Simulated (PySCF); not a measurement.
# Reading the logs of faulty runs: BClGeH3O cation

Calculated results; nothing here was measured. The program is PySCF 2.14.0, an open-source quantum chemistry code, run on an isolated molecule that a program drew, which may never have been made. The molecule is BClGeH3O cation (charge +1, singlet), drawn as the SMILES string `B[O][GeH+][Cl]`.

Each row is a Hartree-Fock (HF) and frozen-core CCSD(T) single point in the cc-pV(D+d)Z basis, meant for a local HF minimum. Run 1 is clean. Each other run has one planted mistake out of seven kinds, and not every kind appears here: one electron removed, one electron added, multiplicity raised by two, geometry at a saddle point, minimal basis STO-3G, one bond length entered in bohr, all coordinates scaled. The reference is restricted for singlets and unrestricted otherwise, and also for a bond in bohr. Adding or removing an electron swaps singlet and doublet. Electrons count all cores. HOMO and LUMO are orbital energies over both spins, the gradient is its largest component, and the lowest frequency (negative if imaginary) is given only where the gradient is small. Bond lengths are over the 6 bonds as drawn. T1 is the CCSD diagnostic: over 0.02 (restricted) or 0.045 (unrestricted) a single reference is doubtful. Germanium has the cc-pVDZ-PP basis, with a core potential (ECP10MDF) in place of its 10 inner electrons, and its 3s, 3p and 3d shells are frozen in CCSD(T).

Geometry of the clean run:
```xyz
7
BClGeH3O cation, angstrom
B     0.7976   -1.9113    0.9116
O     1.2382   -0.6269    0.5247
Ge    1.9007    0.0311   -0.8854
Cl    2.2124   -1.1577   -2.5269
H     0.8750   -2.7994    0.1204
H     0.3790   -1.9934    2.0176
H     2.2393    1.4924   -0.8725
```

```
run  electrons  basis functions  <S^2>  HOMO (eV)  LUMO (eV)  gradient (hartree/bohr)  lowest frequency (cm^-1)  mean bond (Å)  longest bond (Å)      T1  HF (hartree)  CCSD(T) (hartree)                     mistake
  1         64               89  0.000     -17.47      -5.33                  2.3e-05                        71         1.5052             2.051  0.0162    -853.96603         -854.49454                    no fault
  2         64               89  2.046     -12.55      -8.39                  1.1e-01                         -         1.5052             2.051  0.0562    -853.79431         -854.30881  multiplicity raised by two
  3         64               89  0.000     -17.67      -5.08                  5.0e-02                         -         1.4314             1.950  0.0138    -853.94455         -854.46322      all coordinates scaled
  4         65               89  0.772      -6.78       1.78                  5.8e-02                         -         1.5052             2.051  0.0187    -854.18809         -854.72629          one electron added
  5         63               89  0.782     -23.60     -15.10                  1.4e-01                         -         1.5052             2.051  0.0254    -853.36857         -853.88708                           ?
```

**Which mistake was planted in run 5, and what did it cost?**

It counts 63 electrons, one fewer than the clean run, at the same geometry and basis. So the mistake is: one electron removed. Subtracting run 1 and multiplying by 627.51 kcal/mol a hartree, the energy moved by 374.9 kcal/mol in HF and 381.2 kcal/mol in CCSD(T).

Cautions from the logs. Run 2: T1 is over the limit, so its CCSD(T) energy is less reliable.
